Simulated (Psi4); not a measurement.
H2Al (SMILES [AlH2+]), charge +1, singlet, geometry from GFN2-xTB (such geometries of metal compounds can be far from the true shape).

Psi4 was given this input:
```
memory 2 GB

molecule mol {
1 1
  Al    0.000000    0.000000    0.000000
  H    -0.000000   -0.000000   -1.524591
  H     0.000000    0.000000    1.524591
}

set basis sto-3g
set reference rks

energy('wb97x-v')
print_variables()
```

Question: What is the computed total energy (Psi4 with WB97X-V/STO-3G)?

Answer: -240.4208 Eh

Question: Predict the number of basis functions from WB97X-V/STO-3G.

Answer: 11

Question: Estimate the nuclear repulsion energy that WB97X-V/STO-3G returns for this input.

Answer: 9.1980 Eh
